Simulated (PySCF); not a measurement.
**Relaxation of triplet [IrO2]+**

All numbers come from PySCF, UPBE0, basis Ir def2-TZVP with ECP60, O def2-TZVP (scalar-relativistic core potentials, no spin–orbit coupling, density fitting). A (50,194) grid was used.

A hand-made side-on start, of C2v symmetry, held to at least that symmetry:

Coordinates in bohr (charge 1 multiplicity 3):
```
Ir    0.0000    0.0000   -0.4709
O     1.3228    0.0000    2.8406
O    -1.3228    0.0000    2.8406
```

Optimiser trace:
```
step  E − E(last) (kJ/mol)  largest gradient (Eh/bohr)
   0                 22.85                     0.05816
   1                  2.24                     0.02341
   2                  0.16                     0.00579
   3                  0.02                     0.00277
   4                  0.00                     0.00009
   5                  0.00                     0.00002
```

It ends at C2v with Ir–O 1.931 Å (×2), O–O 1.275 Å; Ir–O–O 70.7° (×2), O–Ir–O 38.6°. A frequency run shows a minimum.

Final geometry:
```xyz
3
charge 1 multiplicity 3, angstrom
Ir    0.0000    0.0000   -0.2591
O     0.6374    0.0000    1.5632
O    -0.6374    0.0000    1.5632
```

With open d or f shells other occupations or spin states may lie lower. At this level a broken-symmetry Ms = 0 minimum of C2v symmetry lies 147 kJ/mol below this structure. With an element this heavy the missing spin–orbit coupling can shift these numbers.

The relaxation took of the order of 30 core-seconds on a shared host.
